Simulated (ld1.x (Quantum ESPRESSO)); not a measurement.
## Reading a pseudo-wave (He)

Columns: radius, all-electron u(r) and pseudo u(r) of the 1s shell (level -15.50 eV) of helium in the configuration 1s2; PBEsol, non-relativistic, PAW scheme, ld1.x (Quantum ESPRESSO) 7.5.

| r (bohr) | all-electron | pseudo |
| --- | --- | --- |
| 0.035 | 0.1552 | 0.1117 |
| 0.070 | 0.2895 | 0.2212 |
| 0.105 | 0.4051 | 0.3265 |
| 0.140 | 0.5041 | 0.4256 |
| 0.175 | 0.5884 | 0.5169 |
| 0.210 | 0.6597 | 0.5993 |
| 0.245 | 0.7195 | 0.6719 |
| 0.280 | 0.7691 | 0.7341 |
| 0.315 | 0.8098 | 0.7861 |
| 0.350 | 0.8426 | 0.8280 |
| 0.385 | 0.8685 | 0.8607 |
| 0.420 | 0.8883 | 0.8850 |
| 0.455 | 0.9028 | 0.9020 |
| 0.490 | 0.9126 | 0.9129 |
| 0.525 | 0.9183 | 0.9188 |
| 0.560 | 0.9204 | 0.9207 |
| 0.595 | 0.9194 | 0.9195 |
| 0.630 | 0.9157 | 0.9157 |
| 0.665 | 0.9097 | 0.9097 |
| 0.700 | 0.9016 | 0.9016 |
| 0.735 | 0.8918 | 0.8918 |
| 0.770 | 0.8805 | 0.8805 |
| 0.805 | 0.8679 | 0.8679 |
| 0.840 | 0.8542 | 0.8542 |
| 0.875 | 0.8396 | 0.8396 |
| 0.910 | 0.8243 | 0.8243 |

(1) How many radial nodes do the two functions have?

(2) At about which radius was the pseudo-wave matched?

(3) Is the pseudo-wave norm-conserving?

Answers

(1) The all-electron 1s function has n − l − 1 = 0; the pseudo-wave has 0.

(2) 0.65 bohr. The columns agree to 0.0005 from 0.49 bohr on; several derivatives are matched, so the curves merge somewhat inside the radius.

(3) No, it belongs to a PAW set: the norm inside the radius is not constrained, and the difference is carried by the augmentation charge.
